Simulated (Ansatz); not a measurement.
H4N (SMILES [NH4+]), charge 1, multiplicity 1, relaxed at each level with Ansatz (a first-principles code); harmonic frequencies from differences of analytic forces, average atomic masses, frozen cores.

Question: Give the equilibrium geometry, the harmonic frequencies and the zero-point energy at HF/def2-TZVPP.

Answer: 
(charge 1, multiplicity 1):
| atom | x (Å) | y (Å) | z (Å) |
|---|---|---|---|
| N | 0.0000 | 0.0000 | 0.0000 |
| H | -0.6576 | -0.2472 | -0.7252 |
| H | 0.1194 | 1.0025 | 0.0186 |
| H | -0.3505 | -0.3139 | 0.8934 |
| H | 0.8887 | -0.4414 | -0.1868 |
Frequencies (cm⁻¹): 1602, 1602, 1602, 1847, 1847, 3571, 3687, 3687, 3687. Zero-point energy 33.07 kcal/mol.

Question: Give the equilibrium geometry, the harmonic frequencies and the zero-point energy at CCSD(T)/cc-pVTZ.

Answer: 
(charge 1, multiplicity 1):
```
atom    x (Å)    y (Å)    z (Å)
----  -------  -------  -------
N      0.0000   0.0000   0.0000
H     -0.6660  -0.2504  -0.7345
H      0.1209   1.0153   0.0189
H     -0.3550  -0.3179   0.9048
H      0.9001  -0.4470  -0.1892
```
Frequencies (cm⁻¹): 1492, 1492, 1492, 1743, 1743, 3389, 3510, 3510, 3510. Zero-point energy 31.28 kcal/mol.
